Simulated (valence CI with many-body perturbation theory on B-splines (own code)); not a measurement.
# In28+: input, log and results

Calculated by relativistic CI+MBPT: three valence electrons over a frozen Dirac-Fock core [Ar], radial functions for each j: 7 s, 7 p, 8 d, 6 f, 4 g, 1 h, with the one-electron correlation potential Σ1 (screened to all orders), the two-electron term Σ2, the three-electron term Σ3, Breit, model QED; selected single and double excitations, second order for the rest, scaled by the run's own slope (own B-spline code, finite nucleus).

Command, and the settings that its task file holds:

```sh
python run_cv.py task.json out
```

```
atom In  Z=49  mass_number=115  rms_radius_fm=4.6156
core [Ar]
valence 3d3
avg = 1
basis = M
beyond = 1
breit = 1
cap = 32000
capref = 2200
cscale = 1
de = 0.0
dress = 0
eps = 2e-08
extrap = 1
h = 0.27
hh = 1
l2 = 3
lcore = 6
maxit = 60
n2 = 5
natural = 1
nlev = 190
nno = [4, 4, 5, 4, 3, 1]
nroot = 40
nsp = [3, 3, 3, 2, 1, 0]
pt2 = 1
qed = 1
rpa = 1
s1 = 1
s2 = 1
s3 = 1
screen = 1
tol = 2e-05
whole = 1
```

It took 18 s on 1 thread of Intel(R) Xeon(R) Processor @ 2.30GHz, with other jobs on the host.

Log. The first blocks belong to the next ion, which gives the ionisation energy. Fields: 2J, parity (1 odd), roots, reference size, generating configurations, candidates as configurations/state functions, variational space P, stored matrix elements, Davidson steps; e2 is the range of second-order energies in hartree. The first line gives the box (bohr), its intervals, the orbitals and the steps of their self-consistent field. Window is the range of levels sought, series limit the energy at which the first omitted orbital would enter, core excitation an estimate of the first excitation out of the core, left out the lowest levels not solved, and shifts from estimates the range by which levels moved from their first estimate, all in cm⁻¹.

```
rmax 4.0 intervals 58 orbitals 59 references ['3d3', '3d2 4s', '3d2 4p'] scf 3 t 0.7
2J=4 par=0 roots 2 ref 48 generators 3 cand 560/560 P 608/608 nnz 0 it 0
2J=4 par=0 roots 2 ref 48 generators 4 cand 54/54 P 662/662 nnz 0 it 0
   second order: generators 6 cand 20/20 e2 -0.00000 -0.00000
2J=6 par=0 roots 2 ref 38 generators 2 cand 534/534 P 572/572 nnz 0 it 0
2J=6 par=0 roots 2 ref 38 generators 4 cand 28/28 P 600/600 nnz 0 it 0
   second order: generators 10 cand 47/47 e2 -0.00000 -0.00000
2J=0 par=0 roots 2 ref 19 generators 2 cand 201/201 P 220/220 nnz 0 it 0
   second order: generators 4 cand 0/0 e2 -0.00000 -0.00000
reference levels 921, estimated 19, window 373540 1/cm; series limit 9939240, core excitation 1317943
2J=3 par=0 roots 5 ref 90 generators 4 cand 441/1013 P 1424/3602 nnz 3.5e+06 it 5
2J=3 par=0 roots 5 ref 90 generators 4 cand 194/435 P 1618/4037 nnz 4.3e+06 it 5
   second order: generators 5 cand 901/2279 e2 -0.00000 -0.00000
2J=5 par=0 roots 5 ref 102 generators 3 cand 596/1608 P 1411/4208 nnz 4.7e+06 it 4
2J=5 par=0 roots 5 ref 102 generators 3 cand 230/622 P 1641/4830 nnz 6.1e+06 it 4
   second order: generators 4 cand 951/2942 e2 -0.00000 -0.00000
2J=7 par=0 roots 3 ref 89 generators 2 cand 501/1361 P 1304/3933 nnz 4.3e+06 it 3
2J=7 par=0 roots 3 ref 89 generators 2 cand 238/727 P 1542/4660 nnz 5.9e+06 it 4
   second order: generators 2 cand 152/373 e2 -0.00000 -0.00000
2J=9 par=0 roots 3 ref 68 generators 3 cand 335/888 P 1233/3425 nnz 3.3e+06 it 3
2J=9 par=0 roots 3 ref 68 generators 3 cand 182/503 P 1415/3928 nnz 4.3e+06 it 4
   second order: generators 3 cand 119/350 e2 -0.00000 -0.00000
2J=1 par=0 roots 2 ref 54 generators 2 cand 188/295 P 1222/1981 nnz 0 it 3
2J=1 par=0 roots 2 ref 54 generators 2 cand 159/257 P 1381/2238 nnz 0 it 4
   second order: generators 2 cand 103/129 e2 -0.00000 -0.00000
2J=11 par=0 roots 1 ref 37 generators 1 cand 158/433 P 945/2399 nnz 0 it 4
2J=11 par=0 roots 1 ref 37 generators 1 cand 168/433 P 1113/2832 nnz 2.3e+06 it 4
   second order: generators 1 cand 153/320 e2 -0.00000 -0.00000
left out: unestimated 5132842, estimated none, shifts from estimates -1 to 6
operators 1.8
```

The Davidson iterations converged.

The last digits are not significant, and no measured levels were compared; by estimate large intervals hold to a few tenths of a per cent, small ones and those within an open d or f shell to about a per cent. Only levels of the ground parity were solved; by the run's estimate the other parity begins above the list, which can be wrong where configurations are misplaced.

```
Valence energy                            : -182.8121 hartree
Ionisation energy                         : 1576 eV (NIST: 1575 ± 4 eV (theoretical))
Reference configurations for the orbitals : 3d3, 3d2 4s, 3d2 4p
Radial orbitals                           : 59
Box radius                                : 3.952 bohr
Largest variational space                 : 4830
Lowest levels                             : (3d3/2^3) J=3/2 0.000, (3d3/2^2 3d5/2) J=5/2 5.930, (3d3/2^2 3d5/2) J=7/2 9.815, (3d3/2^2 3d5/2) J=3/2 11.313, (3d3/2^2 3d5/2) J=9/2 11.757, (3d3/2^2 3d5/2) J=1/2 13.272, (3d3/2 3d5/2^2) J=7/2 [a] 18.468, (3d3/2 3d5/2^2) J=9/2 19.437, (3d3/2 3d5/2^2) J=5/2 [a] 19.778, (3d3/2 3d5/2^2) J=3/2 [a] 22.439, (3d3/2 3d5/2^2) J=1/2 23.771, (3d3/2 3d5/2^2) J=11/2 25.234, (3d3/2 3d5/2^2) J=5/2 [b] 27.149, (3d5/2^3) J=9/2 30.217 eV
```

Levels are named by their leading jj configuration (3d3/2^4 stands for four electrons in 3d with j = 3/2), which in mixed levels can hold well under half, so a name can repeat and another be missing. Letters in brackets count levels of one name in rising energy.
